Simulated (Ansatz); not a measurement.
## Energy profile

The step: CH₅BrGe ([CH3][GeH2][Br]) + H₂ → CH₆Ge ([CH3][GeH3]) + HBr; bonds formed: Ge1–H7, Br2–H6; bonds broken: Ge1–Br2, H6–H7 (atoms numbered as in the saddle structure below).

```xyz
10
angstrom
Ge -0.3308 -0.6753 0.1668
Br 2.2092 -0.4048 -1.1073
H -0.4362 -1.9045 -0.7276
H -1.1270 -0.9585 1.4738
C -0.6811 1.1321 -0.4094
H 1.5329 -0.7339 0.7196
H 1.0353 -0.8636 1.4096
H -0.4809 1.2131 -1.4755
H -1.7151 1.3910 -0.1713
H -0.0065 1.8044 0.1211
```

Electronic energies by CCSD(T) at an estimated basis limit (MP2 extrapolated from triple and quadruple zeta, plus CCSD(T) − MP2 in triple zeta), on PBE0-D4/def2-TZVP structures; CH7BrGe, closed shell; no counterpoise correction. Computed with Ansatz 0.2.0 (basis: def2-TZVPP and def2-QZVPP); correlated methods freeze the cores. Filled d shells of the heavier atoms are correlated. The def2 sets are not built for correlating such inner shells, so the correlated values are less sure here. Extrapolation: Hartree–Fock as exp(−7.88 √X), correlation as X^−2.97.

(1) Give the profile in kJ/mol, counted from the separated reactants. (An estimate is asked for; the value comes from the calculation.)

T1 diagnostic: at most 0.011.

Results:

(1) By the calculation:
```tsv
point	kJ/mol
separated: CH5BrGe (linked as [CH3][GeH2][Br]; Ge1, Br2, H3, H4, C5, H8, H9, H10; singlet) + H2 (H6, H7; singlet)	0.0
start structure	-3.3
saddle	215.4
end structure	62.1
separated: CH6Ge (linked as [CH3][GeH3]; Ge1, H3, H4, C5, H7, H8, H9, H10; singlet) + HBr (Br2, H6; singlet)	69.8
```

For scale, one of the runs: CCSD(T)/def2-TZVPP, 225 basis functions, launched by `ansatz run in.yaml --threads 8 --pin off --events-out ev --progress --plain --max-ram 19148MiB`. Time: 23 s of wall clock on 8 CPU threads of an Intel Xeon 6975P-C; the host was shared. Peak host memory: 4.2 GiB.
